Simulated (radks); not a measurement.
Spherical jellium clusters: N electrons in a uniform positive sphere of charge N and radius rs N^(1/3), rs = 3.81 bohr. Method: non-relativistic Kohn-Sham, LDA (Slater exchange, Perdew-Wang correlation), spin-polarised, spherical densities; computed with a radial shooting solver with Libxc functionals. Levels are named by radial order and angular momentum (1s, 1p, 1d, 2s, ...), and open shells are averaged over m.

N = 32, configuration 1s2 1p6 1d10 2s2 1f(up 7, down 5). This is the lowest configuration that the search found. Occupied and some empty levels:

level,occupation,eigenvalue (eV),<r> (bohr)
1s up,1,-5.6823,6.891
1s down,1,-5.6284,6.755
1p up,3,-4.9435,8.461
1p down,3,-4.8607,8.401
1d up,5,-4.0744,9.431
1d down,5,-3.9792,9.416
2s up,1,-3.8143,7.630
2s down,1,-3.7640,7.720
1f up,7,-3.0692,10.19
1f down,5,-2.9709,10.20
2p up,0,-2.5553,8.749
2p down,0,-2.5091,8.785
1g up,0,-1.9458,10.89
1g down,0,-1.8505,10.93
2d up,0,-1.3319,10.51
2d down,0,-1.2844,10.55

Energy (eV): total -60.0712, kinetic 61.661, external -2734.8, Hartree 1354.3, exchange-correlation -123.39, background 1382.2.
